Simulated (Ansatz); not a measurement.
These are PBE0-D3(BJ)/def2-TZVP (Ansatz, an electronic-structure program) values and carry that method's errors. No frequencies were computed at this level.

Ansatz 0.2 input:
```yaml
crystal:
  periodic: [false, false, false]
  atoms:
    - { symbol: C, position_ang: [1.83735, 0.331002, -0.427031] }
    - { symbol: C, position_ang: [0.628813, -0.135938, -0.399749] }
    - { symbol: C, position_ang: [-0.589079, -0.596793, -0.345585] }
    - { symbol: N, position_ang: [-1.757245, 0.172667, -0.431185] }
    - { symbol: H, position_ang: [2.422138, 0.354772, -1.335812] }
    - { symbol: H, position_ang: [2.328104, 0.705094, 0.460571] }
    - { symbol: H, position_ang: [-0.764188, -1.647847, -0.150629] }
    - { symbol: H, position_ang: [-1.59403, 1.10542, -0.785144] }
    - { symbol: H, position_ang: [-2.511877, -0.288385, -0.919668] }
basis:
  gaussian: { orbitals: def2-tzvp }
hamiltonian:
  xc: pbe0
  dispersion: d3bj
relax:
  max_steps: 150
```

Output:

```
Functional definition: PBE0
915 factors; their error is unknown
mean field evaluation 1: about -4668.9425 eV, gradient 5.9e1 eV
mean field evaluation 2: about -4667.3360 eV, gradient 6.4e1 eV
mean field evaluation 4: about -4676.6472 eV, gradient 3.8e0 eV
mean field evaluation 8: about -4676.6802 eV, gradient 3.8e-2 eV
mean field evaluation 16: about -4676.6804 eV, gradient 8.3e-5 eV
mean field -4676.68041810 eV, -171.8648353972 hartree, gradient 2.4e-5 eV, S^2 0.000000; 0 other end points of the search recorded, 0 dependent functions left out
reference -4676.68044574 eV, -171.8648364133 hartree; 15, 15 occupied and 139, 139 virtual orbitals, 915 factors
relax step   1: F+E_penalty+E_count = -4676.80101257 eV  Δ(F+E_penalty+E_count) = +0.000e0 eV  max|allowed force component| = 3.548e-1 eV/Å  Δτ_max = 0.0000 Å  (29 SCF iters, accepted)
these checks for a lower state are left out or cut short: starts, cluster_reference, orbital_swaps, neighbouring_geometries, increment
915 factors; their error is unknown
mean field -4676.65541503 eV, -171.8639165515 hartree, gradient 9.0e-6 eV, S^2 0.000000; 0 other end points of the search recorded, 0 dependent functions left out
reference -4676.65544285 eV, -171.8639175737 hartree; 15, 15 occupied and 139, 139 virtual orbitals, 915 factors
relax step   2: F+E_penalty+E_count = -4676.77586119 eV  Δ(F+E_penalty+E_count) = +2.515e-2 eV  max|allowed force component| = 6.991e-1 eV/Å  Δτ_max = 0.0611 Å  (31 SCF iters, rejected (line search))
these checks for a lower state are left out or cut short: starts, cluster_reference, orbital_swaps, neighbouring_geometries, increment
915 factors; their error is unknown
mean field evaluation 32: about -4676.6801 eV, gradient 9.0e-6 eV
mean field -4676.68005004 eV, -171.8648218716 hartree, gradient 9.0e-6 eV, S^2 0.000000; 0 other end points of the search recorded, 0 dependent functions left out
reference -4676.68007779 eV, -171.8648228912 hartree; 15, 15 occupied and 139, 139 virtual orbitals, 915 factors
relax step   3: F+E_penalty+E_count = -4676.80052258 eV  Δ(F+E_penalty+E_count) = +4.900e-4 eV  max|allowed force component| = 2.710e-1 eV/Å  Δτ_max = 0.0298 Å  (33 SCF iters, rejected (line search))
these checks for a lower state are left out or cut short: starts, cluster_reference, orbital_swaps, neighbouring_geometries, increment
915 factors; their error is unknown
mean field -4676.68648451 eV, -171.8650583339 hartree, gradient 9.6e-6 eV, S^2 0.000000; 0 other end points of the search recorded, 0 dependent functions left out
reference -4676.68651220 eV, -171.8650593514 hartree; 15, 15 occupied and 139, 139 virtual orbitals, 915 factors
relax step   4: F+E_penalty+E_count = -4676.80685034 eV  Δ(F+E_penalty+E_count) = -5.838e-3 eV  max|allowed force component| = 6.418e-2 eV/Å  Δτ_max = 0.0149 Å  (33 SCF iters, accepted)
these checks for a lower state are left out or cut short: starts, cluster_reference, orbital_swaps, neighbouring_geometries, increment
915 factors; their error is unknown
mean field -4676.68550293 eV, -171.8650222614 hartree, gradient 9.7e-6 eV, S^2 0.000000; 0 other end points of the search recorded, 0 dependent functions left out
reference -4676.68553065 eV, -171.8650232801 hartree; 15, 15 occupied and 139, 139 virtual orbitals, 915 factors
relax step   5: F+E_penalty+E_count = -4676.80580145 eV  Δ(F+E_penalty+E_count) = +1.049e-3 eV  max|allowed force component| = 7.866e-2 eV/Å  Δτ_max = 0.0309 Å  (32 SCF iters, rejected (line search))
these checks for a lower state are left out or cut short: starts, cluster_reference, orbital_swaps, neighbouring_geometries, increment
915 factors; their error is unknown
mean field -4676.68724214 eV, -171.8650861762 hartree, gradient 9.6e-6 eV, S^2 0.000000; 0 other end points of the search recorded, 0 dependent functions left out
reference -4676.68726984 eV, -171.8650871941 hartree; 15, 15 occupied and 139, 139 virtual orbitals, 915 factors
relax step   6: F+E_penalty+E_count = -4676.80753886 eV  Δ(F+E_penalty+E_count) = -6.885e-4 eV  max|allowed force component| = 2.051e-2 eV/Å  Δτ_max = 0.0154 Å  (32 SCF iters, accepted)
these checks for a lower state are left out or cut short: starts, cluster_reference, orbital_swaps, neighbouring_geometries, increment
915 factors; their error is unknown
mean field -4676.68729381 eV, -171.8650880749 hartree, gradient 9.6e-6 eV, S^2 0.000000; 0 other end points of the search recorded, 0 dependent functions left out
reference -4676.68732151 eV, -171.8650890929 hartree; 15, 15 occupied and 139, 139 virtual orbitals, 915 factors
relax step   7: F+E_penalty+E_count = -4676.80755647 eV  Δ(F+E_penalty+E_count) = -1.761e-5 eV  max|allowed force component| = 2.460e-2 eV/Å  Δτ_max = 0.0041 Å  (33 SCF iters, accepted)
these checks for a lower state are left out or cut short: starts, cluster_reference, orbital_swaps, neighbouring_geometries, increment
915 factors; their error is unknown
mean field evaluation 64: about -4676.6873 eV, gradient 2.3e-4 eV
mean field -4676.68733325 eV, -171.8650895245 hartree, gradient 9.6e-6 eV, S^2 0.000000; 0 other end points of the search recorded, 0 dependent functions left out
reference -4676.68736096 eV, -171.8650905427 hartree; 15, 15 occupied and 139, 139 virtual orbitals, 915 factors
relax step   8: F+E_penalty+E_count = -4676.80758914 eV  Δ(F+E_penalty+E_count) = -3.267e-5 eV  max|allowed force component| = 9.303e-3 eV/Å  Δτ_max = 0.0036 Å  (33 SCF iters, accepted)
915 factors; their error is unknown
mean field -4676.68733325 eV, -171.8650895245 hartree, gradient 9.6e-6 eV, S^2 0.000000; 1 other end points of the search recorded, 0 dependent functions left out
reference -4676.68736096 eV, -171.8650905427 hartree; 15, 15 occupied and 139, 139 virtual orbitals, 915 factors
Total energy: -4676.80761685 eV, -171.8695098652 hartree
Atom 0 at     1.849952     0.323775    -0.427181 Å, force    -0.003546    -0.002490    -0.001660 eV/Å
Atom 1 at     0.628428    -0.125419    -0.410396 Å, force     0.003131    -0.000886     0.000840 eV/Å
Atom 2 at    -0.594822    -0.581352    -0.346373 Å, force    -0.005994     0.009303     0.000429 eV/Å
Atom 3 at    -1.770360     0.172977    -0.424165 Å, force     0.005392    -0.006664     0.000570 eV/Å
Atom 4 at     2.438507     0.348640    -1.341476 Å, force    -0.000352    -0.000147    -0.001420 eV/Å
Atom 5 at     2.335708     0.692838     0.473603 Å, force    -0.000027     0.000396     0.002167 eV/Å
Atom 6 at    -0.748735    -1.639015    -0.147838 Å, force    -0.000232     0.002795    -0.000964 eV/Å
Atom 7 at    -1.626708     1.103290    -0.787919 Å, force     0.001318    -0.001006     0.000867 eV/Å
Atom 8 at    -2.511984    -0.295743    -0.922487 Å, force     0.000311    -0.001301    -0.000829 eV/Å
Dipole moment:    -0.186314     0.007539    -0.226089 e Å
```

Cost: about 18 core-seconds (a rough figure).
